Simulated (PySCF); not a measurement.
## Ionisation of `FC(F)(F)Oc1ccccc1` (C7H5F3O)

System: `FC(F)(F)Oc1ccccc1` (C7H5F3O). Atom numbers as in the mapped SMILES `[F:1][C:2]([F:3])([F:4])[O:5][c:6]1[cH:7][cH:8][cH:9][cH:10][cH:11]1`.

Energies: ωB97X-D3(BJ)/ma-def2-SVP (PySCF, density fitting, integration grid level 2) on PBE0-D3(BJ)/def2-SVP structures. Zero-point and thermal terms (298.15 K, 1 bar) come from unscaled PBE0-D3(BJ)/def2-SVP harmonic frequencies, with soft modes damped to free rotors in the entropy.

Frontier levels of the parent: HOMO -9.97 eV, LUMO 1.23 eV.

Oxidation to the radical cation:
```
Vertical ionisation energy (electronic)              : 9.75 eV
Adiabatic ionisation energy (with zero-point energy) : 9.04 eV
Adiabatic, electronic part                           : 9.06 eV
Vertical gap at the product's structure              : 8.63 eV
Inner reorganisation energy (four-point)             : 1115 meV
Relaxation of product / of parent                    : 688 / 427 meV
⟨S²⟩ of the product                                  : 0.775
Largest spin populations                             : C9 0.44, C6 0.26, C7 0.17, O5 0.16
Largest changes of atomic charge                     : C6 0.16, C9 0.15, O5 0.11
Distances that move most (Å)                         : C2–O5 1.345 → 1.424; O5–C6 1.389 → 1.310; C6–C7 1.391 → 1.437; C6–C11 1.391 → 1.431
Potential in dichloromethane                         : 7.09 V absolute (solvation -13 → -199 kJ/mol)
```

Solvents are IEF-PCM continua (electrostatics only, gas-phase structures); absolute potentials refer to an electron at rest in vacuum.

Measured values (NIST Chemistry WebBook, evaluated or the median of agreeing entries): vertical ionisation energy 10.00 eV (computed 9.75, difference -0.25).

Note: ma-def2-SVP is a small basis, whose errors can reach tens of kJ/mol.

Structures, frequencies and single points took 68 min of wall time on 1 thread of Arm Neoverse V1 (shared host), launched as `OMP_NUM_THREADS=1 python redox_run.py task.json out`.
